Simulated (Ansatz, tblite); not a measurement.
Isomers of B8H14 (singlet), found by a short tight-binding search and relaxed with r2SCAN-D4/def2-SVP in Ansatz.

The xTB rows come from tblite. Correlated methods freeze 8 core orbitals.

Other spin states weren't relaxed.

A:

```xyz
22

B    -0.331   -0.913   -1.281
B    -0.004    0.859   -1.463
B    -1.807   -0.219    0.775
B     1.207    1.291   -0.294
B    -0.720    0.808    1.702
B     0.862   -1.461   -0.030
B     1.709   -0.056    0.536
B    -0.067    0.062    0.140
H    -0.080    0.354    2.619
H     2.273   -0.193    1.584
H     0.115   -0.200   -2.305
H     0.780   -2.524    0.515
H    -1.935   -1.387    1.057
H    -0.754    2.006    1.558
H     1.293    1.110   -1.636
H     2.097   -1.043   -0.310
H    -1.294   -1.508   -1.666
H    -2.597    0.277    0.007
H     1.285    2.461   -0.052
H    -0.759    1.597   -2.027
H     0.689   -1.755   -1.345
H    -1.961    0.436    1.915
```

B:

```xyz
22

B     1.0713    0.8805    0.9525
B     1.4578   -0.6835    0.3889
B    -0.1357   -1.2910   -0.2628
B    -0.6744    0.8254    1.0765
B     0.1278    2.3767    1.1401
B    -1.3515   -0.0342   -0.2355
B     1.1096   -0.5363   -1.3316
B    -1.6083   -1.5681   -1.1220
H    -1.1779    2.0457    1.1696
H     1.3993   -1.3298   -2.1981
H     2.0230    1.6207    1.0390
H    -1.6777   -1.4484   -2.3177
H     0.3472    2.9056    2.2041
H    -2.3433    0.3727   -0.7887
H     2.1786   -1.4689    0.9534
H    -0.0196   -1.6773    0.8871
H    -0.9490    0.2798    2.1303
H    -0.5214   -2.3747   -0.8995
H     0.2978    3.0230    0.1306
H     0.7260    0.5629   -1.6929
H    -2.5215   -2.0860   -0.5155
H     2.2421   -0.3947   -0.7079
```

C:

```xyz
22

B     0.8127   -0.5333   -1.0707
B     1.2362   -1.3419    0.5954
B    -0.8135    1.7226   -0.3504
B    -0.4308   -1.1352    0.0192
B    -0.8537    0.1729   -1.1360
B    -1.2741    0.2867    0.6218
B     0.5173    1.1999   -1.4293
B    -0.1757   -0.7858    1.7419
H    -0.1898    0.2922    2.3171
H     0.4701    2.1225   -0.4479
H     1.5108   -2.5072    0.6889
H    -0.7105    1.5382    0.9204
H     1.1625   -0.7288    1.7843
H    -2.3874    0.3295    1.0657
H     1.3437   -1.1360   -1.9612
H    -1.6491   -0.0720   -1.9984
H     0.7919    1.7580   -2.4525
H    -1.5157    2.6645   -0.5813
H    -0.6253   -1.6662    2.4237
H    -1.0038   -2.1684   -0.1856
H     2.2202   -0.6569    0.3590
H     1.5641    0.6446   -0.9240
```

D:

```xyz
22

B     1.446    1.171    0.083
B    -0.122   -0.739    1.699
B    -1.830   -0.696   -0.986
B    -0.660   -1.298    0.103
B     1.032   -0.513    0.388
B    -0.909    0.454   -1.938
B     0.898    0.697    1.689
B     0.652    0.324   -1.260
H     0.761    1.657   -0.907
H    -0.380    0.544    2.100
H    -1.394   -0.752   -2.248
H    -2.993   -1.026   -1.069
H     1.592    0.927    2.638
H     1.555    0.091   -2.037
H    -0.551   -2.504    0.167
H     1.977   -1.257    0.421
H    -1.250    1.151   -2.868
H     2.570    1.590    0.119
H    -1.855    0.641   -1.011
H     0.692    1.844    1.005
H     0.098   -1.413    2.668
H    -1.329   -0.894    1.243
```

Problem. Estimate their order by electronic energy at CAM-B3LYP-D4/def2-TZVP, counted from the lowest.

Solution. C (0.0) < A (67.2) < D (135.7) < B (234.3), in kJ/mol.

Problem. Do the other levels pick the same lowest one?

Solution. All that were run do. Energies above each level's lowest (kJ/mol):

```json
{"level": "GFN1-xTB", "A": "30.5", "B": "78.6", "C": "0.0", "D": "56.9"}
{"level": "GFN2-xTB", "A": "45.7", "B": "133.5", "C": "0.0", "D": "126.1"}
{"level": "HF/STO-3G", "A": "61.8", "B": "145.1", "C": "0.0", "D": "135.7"}
{"level": "HF/def2-SVP", "A": "29.5", "B": "163.8", "C": "0.0", "D": "95.9"}
{"level": "HF/def2-TZVP", "A": "23.6", "B": "150.0", "C": "0.0", "D": "88.8"}
{"level": "PBE-D4/def2-SVP", "A": "100.9", "B": "288.3", "C": "0.0", "D": "165.7"}
{"level": "PBE-D4/def2-TZVP", "A": "93.0", "B": "275.9", "C": "0.0", "D": "158.8"}
{"level": "BLYP-D4/def2-TZVP", "A": "69.0", "B": "223.1", "C": "0.0", "D": "135.9"}
{"level": "r2SCAN-D4/def2-TZVP", "A": "86.8", "B": "267.2", "C": "0.0", "D": "157.8"}
{"level": "PBE0-D4/def2-SVP", "A": "96.1", "B": "291.3", "C": "0.0", "D": "163.2"}
{"level": "PBE0-D4/def2-TZVP", "A": "88.3", "B": "278.6", "C": "0.0", "D": "156.5"}
{"level": "BHLYP-D4/def2-TZVP", "A": "58.1", "B": "220.1", "C": "0.0", "D": "127.3"}
{"level": "CAM-B3LYP-D4/def2-TZVP", "A": "67.2", "B": "234.3", "C": "0.0", "D": "135.7"}
{"level": "MP2/def2-SVP", "A": "77.0", "B": "313.7", "C": "0.0", "D": "166.6"}
{"level": "MP2/def2-TZVP", "A": "74.5", "B": "303.5", "C": "0.0", "D": "162.2"}
{"level": "CCSD/def2-SVP", "A": "61.1", "B": "253.4", "C": "0.0", "D": "136.4"}
{"level": "CCSD(T)/def2-SVP", "A": "65.9", "B": "268.6", "C": "0.0", "D": "143.4"}
```
Point groups (tolerance 0.1 Å): A not assigned, B not assigned, C Cs, D Cs. Lower isomers may exist. From def2-SVP to def2-TZVP the PBE0 values move by up to 12.8 kJ/mol, so results in the small set are rough.
